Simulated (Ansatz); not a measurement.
Reactions of CH₆GeOS (`C[O][GeH2][SH]`).

Computed with Ansatz on PBE0-D4/def2-TZVP structures; ΔE is electronic, products minus reactants. CCSD(T)/CBS is the MP2 limit (def2-TZVPP, def2-QZVPP) plus CCSD(T) − MP2 in def2-TZVPP, frozen cores. This one scheme is used for every species. Functionals use def2-TZVPP. B3LYP here is the variant with VWN-RPA as its local correlation; programs differ in this. def2 core potentials past Kr. For Ge, I, Te outer-core shells are correlated without core-valence functions, which leaves a few kJ/mol of doubt a bond. Scalar relativity is left out up to krypton. Each species was taken in one conformer, which may not be the lowest.

```json
{"reaction": "`C[O][GeH2][SH]` + HI → `C[O][GeH2][I]` + H₂S", "CCSD(T)/CBS(def2) (eV)": "-0.28"}
{"reaction": "`C[O][GeH2][SH]` + `C1=NC1` → `[SH][GeH2][C]1=NC1` + CH₃OH", "CCSD(T)/CBS(def2) (eV)": "0.29"}
{"reaction": "`C[O][GeH2][SH]` + `O[SiH](F)[TeH]` → `C[Te][SiH](O)F` + `[OH][GeH2][SH]`", "CCSD(T)/CBS(def2) (eV)": "?"}
{"reaction": "`C[O][GeH2][SH]` → CH₃OH + `[SH][GeH]`", "CCSD(T)/CBS(def2) (eV)": "?"}
{"reaction": "`C[O][GeH2][SH]` + `O[SiH3]` → `[SiH3][O][GeH2][SH]` + CH₃OH", "CCSD(T)/CBS(def2) (eV)": "-0.13"}
{"reaction": "`C[O][GeH2][SH]` + H₂O → `C[O][GeH2][OH]` + H₂S", "CCSD(T)/CBS(def2) (eV)": "0.25"}
{"reaction": "`C[O][GeH2][SH]` → H₂ + `C[O][Ge][SH]`", "CCSD(T)/CBS(def2) (eV)": "0.65"}
{"reaction": "`C[O][GeH2][SH]` + HCl → `C[O][GeH2][Cl]` + H₂S", "CCSD(T)/CBS(def2) (eV)": "-0.17"}
{"reaction": "`C[O][GeH2][SH]` + H₂O → `[OH][GeH2][SH]` + CH₃OH", "CCSD(T)/CBS(def2) (eV)": "?"}
{"reaction": "`C[O][GeH2][SH]` + H₂ → `C[O][GeH3]` + H₂S", "CCSD(T)/CBS(def2) (eV)": "0.42"}
```

(1) Fill in the missing values. (Best estimate.)

Largest T1 diagnostic: 0.015, for `C[O][Ge][SH]`.

## Answers

(1) The calculation gave: `C[O][GeH2][SH]` + `O[SiH](F)[TeH]` → `C[Te][SiH](O)F` + `[OH][GeH2][SH]`: -0.61 eV; `C[O][GeH2][SH]` → CH₃OH + `[SH][GeH]`: +1.38 eV; `C[O][GeH2][SH]` + H₂O → `[OH][GeH2][SH]` + CH₃OH: +0.07 eV.
